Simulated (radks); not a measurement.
Results of a calculation; reference values are marked as such.
Ca6+, 14 electrons, occupied as [Ne] 3s2 3p2. Level of theory: Dirac Kohn-Sham, PBEsol, spin-unpolarised, spherical densities, finite nucleus; open shells are shared between the two j in proportion to 2j + 1; Fermi nuclear charge, rms radius 3.4776 fm (a radial shooting solver on a logarithmic mesh with Libxc functionals). Some entries of the table are withheld. Estimate them.

orbital,occ.,eigenvalue (eV),<1/r> (bohr^-1),<r> (bohr)
1s1/2,2,-4056.138,(1),(2)
2s1/2,2,(3),(4),0.3628
2p1/2,2,-444.3577,3.999,0.3240
2p3/2,4,-440.6283,3.957,0.3265
3s1/2,2,(5),(6),1.046
3p1/2,0.666667,-116.0870,1.268,1.080
3p3/2,1.33333,-115.5413,1.260,1.085

Answer. 
(1) 1s1/2 <1/r> (bohr^-1): 19.73
(2) 1s1/2 <r> (bohr): 0.07690
(3) 2s1/2 eigenvalue (eV): -520.4206
(4) 2s1/2 <1/r> (bohr^-1): 4.070
(5) 3s1/2 eigenvalue (eV): -136.5310
(6) 3s1/2 <1/r> (bohr^-1): 1.349
